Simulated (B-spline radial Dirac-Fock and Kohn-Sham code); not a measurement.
# Ni¹⁰⁺: photoemission with 375 eV photons

System: Ni¹⁰⁺, 1s2 2s2 2p6 3s2 3p6.

Input file task.json (cfg lists n, l and occupation; rrms is the nuclear radius in fm):

```json
{"items": [{
  "Z": 28,
  "q": 10,
  "cfg": [[1, 0, 2], [2, 0, 2], [2, 1, 6], [3, 0, 2], [3, 1, 6]],
  "A": 58,
  "rrms": 3.7757,
  "do": ["binding", "quiet", "photo"],
  "hv": [39.4, 80, 375.0, 400, 1253.6, 1790.0, 3340.0, 4000, 5414.7, 9251.7, 30000, 68400.0, 100000, 108000.0, 147000.0, 169000.0]
}]}
```

Run with: `python xray_run.py task.json out`

Model: the independent-particle Dirac-Slater model, thresholds from Dirac-Fock. Program: a radial finite-basis atomic code. The asymmetry parameter β is from the dipole term alone. Kinetic energies are from the vacuum level.

The last column is dσ/dΩ = σ/(4π) · [1 + β P₂(cos θ)] at θ = 90° from the polarisation vector of linearly polarised light.

```
subshell  electrons  binding (eV)  kinetic (eV)  σ (kb)     β  dσ/dΩ (kb/sr)
      3s          2         370.2          4.77     184  2.00            ≈ 0
   3p1/2          2         321.2         53.79     251  1.46           5.38
   3p3/2          4         318.3         56.75       ?     ?              ?
```

Problem. What are σ and β for 3p3/2?

Solution. σ = 509 kb, the largest of all subshells and 54 % of the total, and β = 1.47, which gives dσ/dΩ = 10.8 kb/sr.

Values without a named source are computed, but for edge energies of neutral atoms, which are taken from tables.
